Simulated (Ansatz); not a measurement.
Reaction (ligand exchange at a Ti–S bond): `[SH][Ti]([Cl])([Cl])[Cl]` + HBr → `[Cl][Ti]([Cl])([Cl])[Br]` + H₂S

Calculated with Ansatz (gas phase, PBE0-D4/def2-TZVP geometries, no zero-point term in ΔE). CCSD(T)/CBS adds triple-zeta CCSD(T) − MP2 to the extrapolated MP2 energy (def2 sets, frozen cores). This one scheme is used for every species. Functionals use def2-TZVPP. For Br, Ti outer-core shells are correlated without core-valence functions, which leaves a few kJ/mol of doubt a bond. Scalar relativity is left out up to krypton. Each species was taken in one conformer, which may not be the lowest.

```tsv
level	ΔE (kcal/mol)	difference from CCSD(T)/CBS
PBE0-D4	-12.8	0.8
CAM-B3LYP-D4	-13.2	0.4
BLYP	-13.3	0.3
r2SCANh	-13.4	0.2
BHLYP	-14.0	-0.4
CAM-B3LYP	-13.4	0.2
RPA@PBE/def2-TZVPP	-13.0	0.6
CCSD/def2-SVP	-12.2	1.4
HF/def2-TZVPP	-15.0	-1.4
HF/def2-QZVPP	-15.2	-1.6
CCSD(T)/CBS	-13.6	0
```

Largest T1 diagnostic among the species: 0.026, so the coupled-cluster value is less sure than usual.

At CCSD(T), def2-SVP lies +0.9 kcal/mol from the extrapolated value and def2-TZVPP +0.5 kcal/mol. From BLYP to BHLYP (50 % exact exchange), in def2-TZVPP and without D4, ΔE moves by −0.8 kcal/mol. Leaving LDA and LC-ωPBE aside and taking each functional with its dispersion term where it has one, the values, not all of them listed here, spread over 1.8 kcal/mol, from B2PLYP to revPBE-D4.
